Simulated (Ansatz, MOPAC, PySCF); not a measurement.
Dissociation curve of Cl₂ (anion, charge -1), doublet.

Methods: UKS-PBE = unrestricted PBE/aug-cc-pVTZ run with Ansatz (a program for electronic structure); PM7, unrestricted, heats of formation (MOPAC); UKS-BP86/6-31G* = PySCF with unrestricted BP86/6-31G*, spherical d.

Energies are in eV, each relative to the lowest point of its own curve near equilibrium.

| R / Å | UKS-PBE | PM7 | UKS-BP86/6-31G* |
|---|---|---|---|
| 1.96 | 1.988 | 0.642 | 2.554 |
| 2.11 | 1.027 | 0.128 | 1.327 |
| 2.27 | 0.427 | 0.000 | 0.587 |
| 2.37 | 0.214 | 0.036 | 0.319 |
| 2.45 | 0.108 | 0.100 | 0.179 |
| 2.59 | 0.015 | 0.247 | 0.044 |
| 2.64 | 0.003 | 0.304 | 0.021 |
| 2.67 | 0.000 | 0.339 | 0.011 |
| 2.75 | 0.002 | 0.430 | 0.000 |
| 2.90 | 0.036 | 0.590 | 0.015 |
| 3.03 | [?] | 0.713 | 0.049 |
| 3.32 | 0.191 | 0.921 | 0.143 |
| 3.58 | 0.270 | [?] | 0.214 |
| 4.00 | [?] | 1.152 | 0.280 |
| 4.35 | 0.372 | 1.196 | 0.297 |
| 4.82 | 0.371 | 1.229 | 0.288 |
| 5.26 | 0.351 | 1.248 | [?] |
| 5.77 | 0.319 | [?] | 0.222 |
| 6.38 | 0.278 | 1.268 | 0.175 |
| 7.05 | 0.235 | 1.270 | 0.128 |
| 7.88 | 0.188 | 1.266 | [?] |

**Question.** Some entries are withheld; supply them.

**Answer.** 
- 3.03, UKS-PBE: 0.082
- 3.58, PM7: 1.044
- 4.00, UKS-PBE: 0.347
- 5.26, UKS-BP86/6-31G*: 0.261
- 5.77, PM7: 1.260
- 7.88, UKS-BP86/6-31G*: 0.077

Where the anion isn't bound against loss of the electron, the finite basis alone holds it.
